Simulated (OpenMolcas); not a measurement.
# Zr+: effect of the active space

```
Program             : OpenMolcas 26.06
Method              : MS-CASPT2, IPEA 0.25 Eh, imaginary shift 0.1 Eh
Basis               : ANO-RCC-VQZP
Scalar Hamiltonian  : DKH2, point nucleus
Spin-orbit coupling : state interaction with AMFI integrals over the reference wave functions, term energies averaged over their components
```

A. 3 electrons in 6 orbitals (4d 5s); 2S+1 = 4 even, 20 roots; 2S+1 = 2 even, 70 roots kept (CI in the orbitals of an earlier block); closed shells correlated: 4s 4p; CASPT2 step roughly 50 core-seconds
B. 3 electrons in 11 orbitals (4d 5s 5d); 2S+1 = 4 even, 20 roots; 2S+1 = 2 even, 49 roots kept (CI in the orbitals of an earlier block); closed shells correlated: 4s 4p; CASPT2 step roughly 21 core-minutes

Energies in cm-1 above 4d2 5s 4F 3/2, the measured ground level; measured values from NIST Handbook of Basic Atomic Spectroscopic Data.

```json
{"Level": "4d2 5s 4F 3/2", "A": "0.0", "B": "0.0", "Measured": "0.0"}
{"Level": "4d2 5s 4F 5/2", "A": "309", "B": "336", "Measured": "315"}
{"Level": "4d2 5s 4F 7/2", "A": "750", "B": "816", "Measured": "763"}
{"Level": "4d2 5s 4F 9/2", "A": "1293", "B": "1411", "Measured": "1323"}
{"Level": "4d3 4F 3/2", "A": "2160", "B": "2620", "Measured": "2572"}
{"Level": "4d3 4F 5/2", "A": "2540", "B": "2960", "Measured": "2895"}
{"Level": "4d3 4F 7/2", "A": "2990", "B": "3380", "Measured": "3300"}
{"Level": "4d2 5s 2D 3/2(1)", "A": "3310", "B": "4190", "Measured": ""}
{"Level": "4d3 4F 9/2", "A": "3480", "B": "3860", "Measured": "3758"}
{"Level": "4d2 5s 2D 5/2(1)", "A": "3580", "B": "4440", "Measured": ""}
{"Level": "4d2 5s 2F 5/2", "A": "4560", "B": "5550", "Measured": "5753"}
{"Level": "4d3 2P 1/2", "A": "4890", "B": "5780", "Measured": ""}
{"Level": "4d2 5s 2F 7/2", "A": "5230", "B": "6230", "Measured": "6468"}
{"Level": "4d3 2P 3/2", "A": "5300", "B": "6220", "Measured": ""}
{"Level": "4d3 2G 7/2", "A": "7230", "B": "7820", "Measured": ""}
{"Level": "4d3 2G 9/2", "A": "7520", "B": "8100", "Measured": ""}
{"Level": "4d2 5s 4P 1/2", "A": "7780", "B": "7850", "Measured": ""}
{"Level": "4d2 5s 4P 3/2", "A": "7990", "B": "8050", "Measured": ""}
{"Level": "4d2 5s 4P 5/2", "A": "8290", "B": "8380", "Measured": ""}
{"Level": "4d3 4P 1/2", "A": "9310", "B": "9650", "Measured": ""}
{"Level": "4d3 4P 3/2", "A": "9500", "B": "9870", "Measured": ""}
{"Level": "4d3 4P 5/2", "A": "9740", "B": "10110", "Measured": ""}
{"Level": "4d3 2H 9/2", "A": "11390", "B": "11880", "Measured": ""}
{"Level": "4d3 2H 11/2", "A": "11790", "B": "12300", "Measured": ""}
```

Deviations, from unrounded energies. A percentage is the sum of absolute deviations over the sum of measured energies, with the sign that they share, or ± where signs differ.

| Against measurement | Levels | A | B |
| --- | --- | --- | --- |
| mean absolute deviation (cm-1) | 9 | 430 | 100 |
| fine structure of the ground term (%) | 3 | -2.0 | +6.7 |
| other terms of the ground configuration (%) | 2 | -19.9 | -3.6 |
| other configurations (%) | 4 | -10.8 | +2.4 |

B lies closest to measurement on these levels. The largest miss of B in the table is 4d2 5s 2F 7/2, by -240 cm-1. The ranking rests on the paired levels alone, and a cruder setting can come out closer through cancelling errors.

The spin-orbit steps hold different terms of 4d2 5s (B lacks a 2D, 2P, 2S), which shifts levels as well.

Between A and B the level of the table that moves most is 4d2 5s 2F 7/2, by 1000 cm-1 (lowest in A, highest in B). Moves below CASPT2's spread within the term are not significant.

Term energies are means over components that CASPT2 splits; among the terms shown or strongly mixed into the levels shown the widest spread is 1100 cm-1 (4d3 4F, B). Over all roots computed the reference weight is 0.87 to 0.93 in A; the roots of lowest weight are the least certain, and an intruder state may touch them. Terms from blocks run as CI alone lack orbitals of their own. The CASPT2 spread within a term exceeds the gap to the next term for 4d3 4F and 4d2 5s 2D(1), 4d2 5s 2F and 4d3 2P, so the order of their levels is uncertain, and so are names and mixing where such terms share a J (figures for A; the like holds for B). Configurations are named by rounded mean occupations; where the s occupation lies near a half they are strongly mixed, a name can repeat and a true partner stay unpaired (holds for A). A single d shell beside an s shell can misplace configurations of different d count against each other (holds for A). Some terms miss by over 15 % even with CASPT2, which points to a basis or an active space too small for the shells correlated (holds for A). Active for correlation alone: 5d; no level in the range computed is led by a configuration that fills it, so any true level of that kind is missing (holds for B). Computed and measured levels are paired by configuration, term and J; levels that our copy of the source lacks, or whose pairing is in doubt (as where it misses far off the trend of its configuration), stay unpaired and out of the deviations. Only configurations of the active space appear. Levels that lie high or do not pair safely by name in every column are left out.

A number in round brackets counts repeated terms of one configuration in the order of the reference energies.
